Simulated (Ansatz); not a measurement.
`C[SiH](C)[SiH2]F` + H₂ → `C[SiH2][SiH2]F` + CH₄ at 700 K and 1 bar (hydrogenolysis of the Si–C bond).

Program: Ansatz. Geometries: PBE0-D4/def2-TZVP. ΔE: electronic, gas phase. CCSD(T)/CBS is the MP2 limit (def2-TZVPP, def2-QZVPP) plus CCSD(T) − MP2 in def2-TZVPP, frozen cores. This one scheme is used for every species. One conformer a species, not always the lowest.

```csv
species,CCSD(T)/CBS energy (Eh),H − E (kJ/mol),S (J/(mol·K))
`C[SiH](C)[SiH2]F`,-759.55313,369.8,541.9
H₂,-1.17544,46.8,155.3
`C[SiH2][SiH2]F`,-720.27653,274.8,474.0
CH₄,-40.46206,145.9,224.0
```

H − E and S are ideal-gas, rigid-rotor, harmonic terms from PBE0-D4/def2-TZVP, for one conformer and one mirror image of each species. For small species the MP2-based limit differs from directly extrapolated CCSD(T) by up to some mEh (0.8 for H₂); such offsets cancel only in part. 1 Eh = 2625.50 kJ/mol, R = 8.31446 J/(mol·K).

**Question.** By hand: ΔE, ΔH, ΔS and ΔG.

**Answer.** ΔE = (-720.27653) + (-40.46206) − (-759.55313) − (-1.17544) = -0.01002 Eh = -26.3 kJ/mol. Δ(H − E) = 274.8 + 145.9 − 369.8 − 46.8 = 4.1, so ΔH = -22.2 kJ/mol. ΔS = 474.0 + 224.0 − 541.9 − 155.3 = 0.8 J/(mol·K). ΔG = -22.2 − 700 × (0.8)/1000 = -22.8 kJ/mol.

**Question.** By hand: the equilibrium constant, and the temperature at which ΔG would vanish if ΔH and ΔS stayed fixed.

**Answer.** log₁₀ K = −ΔG/(RT ln 10) = 1.7. ΔH and −TΔS have one sign here, so there is no such temperature.

The number of gas molecules stays the same, so ΔS is small and ΔH decides. A doubt of 5 kJ/mol in ΔE shifts log₁₀ K by 0.4 here. Other conformers and mirror images would add mixing entropy, several J/(mol·K) or more a flexible species. Modes under 60 cm⁻¹, often nearly free rotors, make the harmonic entropy too high. These are equilibria of isolated gas molecules and say nothing of rates. Largest T1 diagnostic: 0.012 (customary marks: 0.02 for closed shells, 0.045 for open ones).

ΔS is within the doubt of such terms, so its sign, and with it that verdict, could turn.
